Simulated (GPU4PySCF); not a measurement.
F4TCNQ (C12F4N4), SMILES N#CC(C#N)=c1c(F)c(F)c(=C(C#N)C#N)c(F)c1F.

Coordinates come from a PBE0-D3(BJ)/def2-TZVP optimisation.

Calculation: PBE0-D3(BJ)/def2-TZVP (GPU4PySCF).

No scaling factor is applied to the harmonic values.

Computed harmonic wavenumbers and intensities:
```json
[
 {"mode": "1", "ν (cm⁻¹)": "32", "IR (km/mol)": "4.1", "moving atoms (share of kinetic energy)": "N 43 %, F 30 %, C 27 %"},
 {"mode": "2", "ν (cm⁻¹)": "41", "IR (km/mol)": "0.0", "moving atoms (share of kinetic energy)": "N 82 %, C 17 %"},
 {"mode": "3", "ν (cm⁻¹)": "47", "IR (km/mol)": "0.0", "moving atoms (share of kinetic energy)": "N 52 %, F 36 %, C 12 %"},
 {"mode": "4", "ν (cm⁻¹)": "84", "IR (km/mol)": "0.0", "moving atoms (share of kinetic energy)": "F 66 %, C 17 %, N 17 %"},
 {"mode": "5", "ν (cm⁻¹)": "106", "IR (km/mol)": "4.1", "moving atoms (share of kinetic energy)": "N 72 %, C 20 %, F 8 %"},
 {"mode": "6", "ν (cm⁻¹)": "126", "IR (km/mol)": "0.0", "moving atoms (share of kinetic energy)": "F 93 %"},
 {"mode": "7", "ν (cm⁻¹)": "140", "IR (km/mol)": "0.0", "moving atoms (share of kinetic energy)": "N 94 %"},
 {"mode": "8", "ν (cm⁻¹)": "158", "IR (km/mol)": "0.0", "moving atoms (share of kinetic energy)": "N 56 %, F 28 %, C 17 %"},
 {"mode": "9", "ν (cm⁻¹)": "158", "IR (km/mol)": "9.4", "moving atoms (share of kinetic energy)": "N 85 %, C 10 %"},
 {"mode": "10", "ν (cm⁻¹)": "168", "IR (km/mol)": "17.3", "moving atoms (share of kinetic energy)": "C 52 %, F 33 %, N 15 %"},
 {"mode": "11", "ν (cm⁻¹)": "218", "IR (km/mol)": "0.0", "moving atoms (share of kinetic energy)": "C 59 %, N 26 %, F 15 %"},
 {"mode": "12", "ν (cm⁻¹)": "249", "IR (km/mol)": "0.0", "moving atoms (share of kinetic energy)": "F 41 %, C 37 %, N 23 %"},
 {"mode": "13", "ν (cm⁻¹)": "260", "IR (km/mol)": "2.5", "moving atoms (share of kinetic energy)": "C 49 %, N 30 %, F 21 %"},
 {"mode": "14", "ν (cm⁻¹)": "261", "IR (km/mol)": "7.4", "moving atoms (share of kinetic energy)": "C 76 %, N 17 %"},
 {"mode": "15", "ν (cm⁻¹)": "302", "IR (km/mol)": "0.0", "moving atoms (share of kinetic energy)": "F 43 %, C 42 %, N 15 %"},
 {"mode": "16", "ν (cm⁻¹)": "323", "IR (km/mol)": "3.8", "moving atoms (share of kinetic energy)": "F 74 %, C 19 %"},
 {"mode": "17", "ν (cm⁻¹)": "338", "IR (km/mol)": "0.6", "moving atoms (share of kinetic energy)": "F 90 %"},
 {"mode": "18", "ν (cm⁻¹)": "349", "IR (km/mol)": "0.0", "moving atoms (share of kinetic energy)": "F 60 %, C 26 %, N 14 %"},
 {"mode": "19", "ν (cm⁻¹)": "384", "IR (km/mol)": "0.0", "moving atoms (share of kinetic energy)": "C 83 %, N 8 %, F 8 %"},
 {"mode": "20", "ν (cm⁻¹)": "427", "IR (km/mol)": "0.0", "moving atoms (share of kinetic energy)": "F 61 %, C 37 %"},
 {"mode": "21", "ν (cm⁻¹)": "434", "IR (km/mol)": "0.0", "moving atoms (share of kinetic energy)": "C 87 %, F 10 %"},
 {"mode": "22", "ν (cm⁻¹)": "435", "IR (km/mol)": "0.0", "moving atoms (share of kinetic energy)": "C 82 %, N 17 %"},
 {"mode": "23", "ν (cm⁻¹)": "464", "IR (km/mol)": "0.0", "moving atoms (share of kinetic energy)": "C 88 %, N 10 %"},
 {"mode": "24", "ν (cm⁻¹)": "470", "IR (km/mol)": "0.0", "moving atoms (share of kinetic energy)": "C 79 %, N 18 %"},
 {"mode": "25", "ν (cm⁻¹)": "486", "IR (km/mol)": "0.3", "moving atoms (share of kinetic energy)": "C 75 %, N 20 %"},
 {"mode": "26", "ν (cm⁻¹)": "497", "IR (km/mol)": "0.0", "moving atoms (share of kinetic energy)": "F 65 %, C 31 %"},
 {"mode": "27", "ν (cm⁻¹)": "508", "IR (km/mol)": "0.0", "moving atoms (share of kinetic energy)": "F 45 %, C 41 %, N 14 %"},
 {"mode": "28", "ν (cm⁻¹)": "598", "IR (km/mol)": "4.1", "moving atoms (share of kinetic energy)": "C 95 %"},
 {"mode": "29", "ν (cm⁻¹)": "643", "IR (km/mol)": "1.5", "moving atoms (share of kinetic energy)": "C 82 %, N 18 %"},
 {"mode": "30", "ν (cm⁻¹)": "643", "IR (km/mol)": "0.0", "moving atoms (share of kinetic energy)": "C 96 %"},
 {"mode": "31", "ν (cm⁻¹)": "643", "IR (km/mol)": "0.0", "moving atoms (share of kinetic energy)": "C 81 %, N 18 %"},
 {"mode": "32", "ν (cm⁻¹)": "669", "IR (km/mol)": "0.0", "moving atoms (share of kinetic energy)": "C 94 %"},
 {"mode": "33", "ν (cm⁻¹)": "725", "IR (km/mol)": "0.5", "moving atoms (share of kinetic energy)": "C 99 %"},
 {"mode": "34", "ν (cm⁻¹)": "727", "IR (km/mol)": "0.0", "moving atoms (share of kinetic energy)": "C 99 %"},
 {"mode": "35", "ν (cm⁻¹)": "796", "IR (km/mol)": "0.0", "moving atoms (share of kinetic energy)": "C 84 %, F 11 %"},
 {"mode": "36", "ν (cm⁻¹)": "828", "IR (km/mol)": "46.4", "moving atoms (share of kinetic energy)": "C 61 %, F 27 %, N 13 %"},
 {"mode": "37", "ν (cm⁻¹)": "911", "IR (km/mol)": "0.0", "moving atoms (share of kinetic energy)": "C 77 %, N 16 %"},
 {"mode": "38", "ν (cm⁻¹)": "1017", "IR (km/mol)": "112.6", "moving atoms (share of kinetic energy)": "C 63 %, F 33 %"},
 {"mode": "39", "ν (cm⁻¹)": "1177", "IR (km/mol)": "11.8", "moving atoms (share of kinetic energy)": "C 87 %, F 8 %"},
 {"mode": "40", "ν (cm⁻¹)": "1186", "IR (km/mol)": "0.0", "moving atoms (share of kinetic energy)": "C 69 %, F 28 %"},
 {"mode": "41", "ν (cm⁻¹)": "1233", "IR (km/mol)": "0.0", "moving atoms (share of kinetic energy)": "C 82 %, N 12 %"},
 {"mode": "42", "ν (cm⁻¹)": "1234", "IR (km/mol)": "7.0", "moving atoms (share of kinetic energy)": "C 81 %, N 13 %"},
 {"mode": "43", "ν (cm⁻¹)": "1345", "IR (km/mol)": "0.0", "moving atoms (share of kinetic energy)": "C 78 %, F 21 %"},
 {"mode": "44", "ν (cm⁻¹)": "1401", "IR (km/mol)": "203.6", "moving atoms (share of kinetic energy)": "C 86 %, F 14 %"},
 {"mode": "45", "ν (cm⁻¹)": "1441", "IR (km/mol)": "97.2", "moving atoms (share of kinetic energy)": "C 94 %"},
 {"mode": "46", "ν (cm⁻¹)": "1502", "IR (km/mol)": "0.0", "moving atoms (share of kinetic energy)": "C 97 %"},
 {"mode": "47", "ν (cm⁻¹)": "1545", "IR (km/mol)": "0.0", "moving atoms (share of kinetic energy)": "C 98 %"},
 {"mode": "48", "ν (cm⁻¹)": "1612", "IR (km/mol)": "46.5", "moving atoms (share of kinetic energy)": "C 99 %"},
 {"mode": "49", "ν (cm⁻¹)": "1661", "IR (km/mol)": "265.6", "moving atoms (share of kinetic energy)": "C 96 %"},
 {"mode": "50", "ν (cm⁻¹)": "1736", "IR (km/mol)": "0.0", "moving atoms (share of kinetic energy)": "C 97 %"},
 {"mode": "51", "ν (cm⁻¹)": "2344", "IR (km/mol)": "5.5", "moving atoms (share of kinetic energy)": "C 63 %, N 37 %"},
 {"mode": "52", "ν (cm⁻¹)": "2344", "IR (km/mol)": "0.0", "moving atoms (share of kinetic energy)": "C 63 %, N 37 %"},
 {"mode": "53", "ν (cm⁻¹)": "2359", "IR (km/mol)": "0.0", "moving atoms (share of kinetic energy)": "C 63 %, N 37 %"},
 {"mode": "54", "ν (cm⁻¹)": "2362", "IR (km/mol)": "2.0", "moving atoms (share of kinetic energy)": "C 63 %, N 37 %"}
]
```
